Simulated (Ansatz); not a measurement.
Consider the ligand exchange at a B–C bond: `OC(F)B(F)F` + `N=C=O` → `O=C=NB(F)F` + `OCF`.

Calculated with Ansatz (gas phase, PBE0-D4/def2-TZVP geometries, no zero-point term in ΔE). CCSD(T)/CBS is the MP2 limit (def2-TZVPP, def2-QZVPP) plus CCSD(T) − MP2 in def2-TZVPP, frozen cores. This one scheme is used for every species. Functionals use def2-TZVPP. HSE06 is defined as in plane-wave codes. One conformer a species, not always the lowest.

```csv
level,ΔE (kJ/mol),difference from CCSD(T)/CBS
BLYP-D4,-115.0,1.7
B97M-V,-122.9,-6.2
r2SCAN0-D4,-122.8,-6.1
CAM-B3LYP-D4,-119.2,-2.5
ωB97X-V,-114.5,2.2
HSE06,-118.8,-2.1
CAM-B3LYP,-119.9,-3.2
HF/def2-SVP,-138.9,-22.2
MP2/def2-TZVPP,-122.8,-6.1
SCS-MP2/def2-QZVPP,-121.9,-5.2
CCSD(T)/CBS,-116.7,0
```

Largest T1 diagnostic among the species: 0.018.

From r2SCAN to r2SCAN0 (25 % exact exchange), in def2-TZVPP and without D4, ΔE moves by −3.7 kJ/mol. Leaving LDA and LC-ωPBE aside and taking each functional with its dispersion term where it has one, the values, not all of them listed here, spread over 14.0 kJ/mol, from BHLYP-D4 to revPBE-D4.
